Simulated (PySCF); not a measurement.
C10H14.
Numbering: `[CH2:1]=[C:2]1[CH:3]=[C:4]([CH2:5][CH3:6])[CH:7]=[C:8]1[CH2:9][CH3:10]` (hydrogens: H11, H12 on C1; H13 on C3; H14, H15 on C5; H16, H17, H18 on C6; H19 on C7; H20, H21 on C9; H22, H23, H24 on C10)

Method: PBE0-D3(BJ)/def2-SVP geometry optimisation, gas phase in PySCF 2.14.0.

Task: What internal coordinates does the optimisation give?

Result: 
```json
{"bond": "C1=C2", "length (Å)": "1.344", "order": "double"}
{"bond": "C2–C3", "length (Å)": "1.467", "order": "single"}
{"bond": "C3=C4", "length (Å)": "1.357", "order": "double"}
{"bond": "C4–C5", "length (Å)": "1.493", "order": "single"}
{"bond": "C5–C6", "length (Å)": "1.527", "order": "single"}
{"bond": "C4–C7", "length (Å)": "1.476", "order": "single"}
{"bond": "C7=C8", "length (Å)": "1.356", "order": "double"}
{"bond": "C8–C9", "length (Å)": "1.494", "order": "single"}
{"bond": "C9–C10", "length (Å)": "1.529", "order": "single"}
{"bond": "C2–C8", "length (Å)": "1.483", "order": "single"}
{"bond": "C1–H11", "length (Å)": "1.093", "order": "single"}
{"bond": "C1–H12", "length (Å)": "1.093", "order": "single"}
{"bond": "C3–H13", "length (Å)": "1.090", "order": "single"}
{"bond": "C5–H14, C5–H15", "length (Å)": "1.103", "order": "single"}
{"bond": "C6–H16, C6–H17, C6–H18", "length (Å)": "1.101", "order": "single"}
{"bond": "C7–H19", "length (Å)": "1.093", "order": "single"}
{"bond": "C9–H20, C9–H21", "length (Å)": "1.103", "order": "single"}
{"bond": "C10–H22, C10–H23, C10–H24", "length (Å)": "1.101", "order": "single"}
```

Bonds in one row agree within 0.01 Å and their mean is given. Orders are formal, as drawn. A selection of angles:
```json
{"angle": "C1–C2–C3", "degrees": "126.8"}
{"angle": "C1–C2–C8", "degrees": "126.4"}
{"angle": "C3–C2–C8", "degrees": "106.7"}
{"angle": "C2–C3–C4", "degrees": "108.4"}
{"angle": "C3–C4–C5", "degrees": "128.1"}
{"angle": "C3–C4–C7", "degrees": "108.1"}
{"angle": "C5–C4–C7", "degrees": "123.8"}
{"angle": "C4–C5–C6", "degrees": "113.0"}
{"angle": "C4–C7–C8", "degrees": "110.2"}
{"angle": "C7–C8–C9", "degrees": "128.2"}
{"angle": "C2–C8–C7", "degrees": "106.6"}
{"angle": "C2–C8–C9", "degrees": "125.1"}
{"angle": "C8–C9–C10", "degrees": "113.5"}
```

Torsions: C1–C2–C3–C4 -178° (antiperiplanar); C2–C3–C4–C5 178° (antiperiplanar); C3–C4–C5–C6 -113° (anticlinal); C3–C4–C7–C8 0° (synperiplanar); C4–C7–C8–C9 -177° (antiperiplanar); C7–C8–C9–C10 100° (anticlinal); C1–C2–C8–C7 178° (antiperiplanar). The mirror-image conformer, all signs reversed, is as good.

Of the pairs four or more bonds apart, C9···H12 is among the closest relative to their van der Waals radii: 2.87 Å, 99 % of the sum of Bondi's values. The 10 C–C bonds span 1.344 Å (C1=C2, drawn double) to 1.529 Å (C9–C10, drawn single), a spread of 0.185 Å. The 5-membered ring C2–C3–C4–C7–C8 has internal angles of 106.6° to 110.2°; it is planar, 0.00 Å rms from its mean plane, widest ring torsion 0°.

Point group: C1 (no symmetry element, even within 0.4 Å). No PBE0-D3(BJ)/def2-SVP frequencies stand behind this structure, so it isn't proved a minimum. The numbers are those of one conformer.
